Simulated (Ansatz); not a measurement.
`CN[SiH](C)F` + `O[SiH](O)S` → `C[SiH](F)S[SiH](O)O` + CH₃NH₂  (ligand exchange at the Si–N bond)

Program: Ansatz. Geometries: PBE0-D4/def2-TZVP. ΔE: electronic, gas phase. CCSD(T)/CBS is the MP2 limit (def2-TZVPP, def2-QZVPP) plus CCSD(T) − MP2 in def2-TZVPP, frozen cores. DFT in def2-TZVPP. B3LYP here is the variant with VWN-RPA as its local correlation; programs differ in this. Each species was taken in one conformer, which may not be the lowest.

`CN[SiH](C)F`:

Z-matrix (Å, degrees):
```
C
N 1 1.448
H 1 1.096 2 113.1
H 1 1.092 2 109.8 3 -119.9
H 1 1.094 2 111.2 3 121.9
Si 2 1.699 1 126.6 3 95.8
H 2 1.008 1 113.5 3 -65.3
F 6 1.611 2 113.3 1 -74.3
C 6 1.854 2 111.6 1 45.0
H 6 1.483 2 106.4 1 170.1
H 9 1.093 6 110.0 2 178.4
H 9 1.092 6 111.0 2 58.4
H 9 1.093 6 111.5 2 -62.5
```

`O[SiH](O)S`:

```xyz
8

O    -1.042   -0.345   -0.983
Si    0.423    0.005   -0.331
O     0.943   -1.367    0.378
S     0.261    1.696    0.964
H    -1.605    0.402   -1.194
H     1.451    0.398   -1.315
H     0.282   -1.945    0.763
H    -0.713    1.156    1.718
```

`C[SiH](F)S[SiH](O)O`:

Z-matrix (Å, degrees):
```
C
Si 1 1.848
H 1 1.092 2 110.9
H 1 1.093 2 110.3 3 -120.4
H 1 1.093 2 110.2 3 120.0
F 2 1.615 1 108.7 3 62.2
S 2 2.121 1 108.9 3 -56.0
H 2 1.480 1 113.3 3 179.3
Si 7 2.152 2 99.6 1 -177.7
O 9 1.632 7 106.4 2 -150.2
O 9 1.631 7 110.0 2 -24.5
H 9 1.470 7 112.9 2 94.3
H 10 0.959 9 118.5 7 45.4
H 11 0.961 9 119.7 7 -33.3
```

CH₃NH₂:

Z-matrix (Å, degrees):
```
C
N 1 1.453
H 1 1.092 2 109.4
H 1 1.100 2 115.4 3 -121.6
H 1 1.092 2 109.4 3 116.8
H 2 1.012 1 110.6 3 62.6
H 2 1.012 1 110.6 3 -179.3
```

```
         level  ΔE (kJ/mol)
      B3LYP-D4        -10.5
MP2/def2-TZVPP        -11.8
```

Task: What does CCSD(T)/CBS give? (Best estimate.)

Result: The calculation gave: -10.8 kJ/mol. The listed levels differ from it by 0.3, -1.0 kJ/mol.

Largest T1 diagnostic among the species: 0.012.

The D4 term adds −6.6 kJ/mol with B3LYP and −3.6 kJ/mol with PBE0; it sums over pairs of atoms, weighted by their polarisabilities, and B3LYP, whose exchange is more repulsive, gets the larger term. In def2-TZVPP, CCSD(T) changes the Hartree–Fock value by −11.5 kJ/mol (the triples alone add −3.6 kJ/mol) and MP2 by −15.0 kJ/mol.
